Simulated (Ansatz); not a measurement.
`C[O][W](=[S])(=[S])[Cl]`. Total charge 0; spin multiplicity 1. W takes the def2 core potential.

```xyz
9

C    -0.210   -0.561    1.525
O    -0.495    0.120    0.331
W     0.106    0.537   -1.346
S     0.505   -1.273   -2.378
S     1.930    1.605   -1.154
Cl   -1.411    1.770   -2.477
H    -1.055   -0.431    2.203
H     0.693   -0.144    1.979
H    -0.064   -1.623    1.317
```

(1) List the harmonic frequencies (cm⁻¹, unscaled) at PBE0-D4/def2-TZVP in Ansatz. (An estimate is asked.)

Answers

(1) Computed: 26i, 76, 115, 133, 142, 190, 237, 252, 415, 556, 562, 588, 1165, 1168, 1182, 1469, 1481, 1483, 3041, 3125, 3140.
